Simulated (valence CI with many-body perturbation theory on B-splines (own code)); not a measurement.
Level structure of Pr18+

Computed by valence CI with perturbative core correlation (CI+MBPT): five valence electrons over a frozen Dirac-Fock core [Kr], radial functions for each j: 7 s, 7 p, 8 d, 6 f, 4 g, 1 h, with the one-electron correlation potential Σ1 (screened to all orders), the two-electron term Σ2, the three-electron term Σ3, Breit, model QED; selected single and double excitations, second order for the rest (own B-spline code, finite nucleus).

No measured spectrum was set against this ion. As an estimate, terms of the open shell hold to 2 to 4 % of their energy, and close levels can change places. Core correlation moves these levels by up to 12000 cm⁻¹, and in measured spectra 5 to 20 % of such shifts remained as error; rates that hang on mixing are uncertain with them. Among the levels kept, up to 270 cm⁻¹ of a level comes from second order outside the variational space, and about a tenth of that is noise between levels of different J, which matters for small intervals. Only levels of the ground parity were solved; by the run's estimate the other parity begins above the list, which can be wrong where configurations are misplaced.

Levels 1 to 37 of 37, with energies above the lowest level, 4d⁵ ⁶S_5/2. "Leading %" is the weight of the configuration and term that name the level; weights of strongly mixed levels are sums over their largest components and can fall short. In the jj column 3d3/2^4 stands for four electrons in 3d with j = 3/2. Lifetimes count E1, E2, E3, M1 and M2 decay at the calculated energies, and are blank where another channel may lead or the interval is too uncertain; long ones can be off by a factor of two.

```
No.  Configuration  Term     J  E (cm⁻¹)  Leading %              Leading jj  Lifetime
  1            4d⁵    ⁶S   5/2       0.0         71  4d3/2^3 4d5/2^2 (38 %)          
  2            4d⁵    ⁴G   5/2     35241         26    4d3/2^4 4d5/2 (57 %)   1.80 ms
  3            4d⁵    ⁴G   7/2     52632         54  4d3/2^3 4d5/2^2 (91 %)   4.95 ms
  4            4d⁵    ⁴D   3/2     54823         46  4d3/2^3 4d5/2^2 (90 %)    884 μs
  5            4d⁵    ⁴G  11/2     56087         65  4d3/2^3 4d5/2^2 (82 %)          
  6            4d⁵    ⁴G   5/2     59738         37  4d3/2^3 4d5/2^2 (54 %)   1.44 ms
  7            4d⁵    ⁴G   9/2     60141         71  4d3/2^3 4d5/2^2 (66 %)   87.0 ms
  8            4d⁵    ⁴P   1/2     65195         58  4d3/2^3 4d5/2^2 (63 %)   20.4 ms
  9            4d⁵    ⁴D   7/2     74596         45  4d3/2^2 4d5/2^3 (57 %)   3.58 ms
 10            4d⁵    ²D   5/2     78726         36  4d3/2^3 4d5/2^2 (51 %)    783 μs
 11            4d⁵    ²F   7/2     86011         35  4d3/2^3 4d5/2^2 (51 %)   2.93 ms
 12            4d⁵    ²I  11/2     86088         65  4d3/2^2 4d5/2^3 (85 %)   2.28 ms
 13            4d⁵    ⁴D   1/2     89057         67  4d3/2^2 4d5/2^3 (87 %)   1.36 ms
 14            4d⁵    ²D   3/2     90584         42  4d3/2^2 4d5/2^3 (51 %)   2.17 ms
 15            4d⁵    ²G   9/2     92244         48  4d3/2^2 4d5/2^3 (67 %)   2.48 ms
 16            4d⁵    ⁴F   3/2     94926         49  4d3/2^2 4d5/2^3 (81 %)    475 μs
 17            4d⁵    ²I  13/2     95496         99  4d3/2^2 4d5/2^3 (99 %)   11.5 ms
 18            4d⁵    ²F   5/2    100100         37  4d3/2^2 4d5/2^3 (74 %)    749 μs
 19            4d⁵    ²H   9/2    111350         51  4d3/2^2 4d5/2^3 (98 %)    626 μs
 20            4d⁵    ²G   7/2    114230         61  4d3/2^2 4d5/2^3 (94 %)   2.76 ms
 21            4d⁵    ⁴F   5/2    114860         40  4d3/2^2 4d5/2^3 (67 %)    520 μs
 22            4d⁵    ²F   5/2    122320         38    4d3/2 4d5/2^4 (51 %)    363 μs
 23            4d⁵    ²D   3/2    122430         68  4d3/2^2 4d5/2^3 (44 %)   1.38 ms
 24            4d⁵    ²F   7/2    127030         63  4d3/2^2 4d5/2^3 (63 %)    742 μs
 25            4d⁵    ²S   1/2    129540         70  4d3/2^2 4d5/2^3 (43 %)    621 μs
 26            4d⁵    ⁴F   7/2    134820         44    4d3/2 4d5/2^4 (84 %)    475 μs
 27            4d⁵    ²G   9/2    137200         49  4d3/2^2 4d5/2^3 (51 %)   1.14 ms
 28            4d⁵    ²H  11/2    139670         67    4d3/2 4d5/2^4 (94 %)    430 μs
 29            4d⁵    ²D   3/2    147930         73    4d3/2 4d5/2^4 (62 %)    316 μs
 30            4d⁵    ²D   5/2    155530         63    4d3/2 4d5/2^4 (74 %)    351 μs
 31            4d⁵    ²G   9/2    162060         91  4d3/2^2 4d5/2^3 (51 %)    698 μs
 32            4d⁵    ²D   5/2    164400         53          4d5/2^5 (44 %)    425 μs
 33            4d⁵    ²G   7/2    170730         78    4d3/2 4d5/2^4 (76 %)    553 μs
 34            4d⁵    ²P   3/2    178120         81  4d3/2^2 4d5/2^3 (82 %)    920 μs
 35            4d⁵    ²P   1/2    194180         84    4d3/2 4d5/2^4 (60 %)    454 μs
 36            4d⁵    ²D   5/2    211820         88  4d3/2^2 4d5/2^3 (54 %)    209 μs
 37            4d⁵    ²D   3/2    218460         80    4d3/2 4d5/2^4 (80 %)
```

Names give the largest LS component (configuration and term), which can be under half, so a name can repeat, a term be missing and a line seem to break the LS rules; names also repeat where a configuration has a term twice.

Where two levels of one J and parity lie close, their mixing, g and order are uncertain.

The ionisation energy to 4d⁴ ⁵D0 of the next ion comes out as 516.67 eV (NIST: 516 ± 3 eV (theoretical)). All 37 levels together are meant to be complete up to 227510 cm⁻¹.
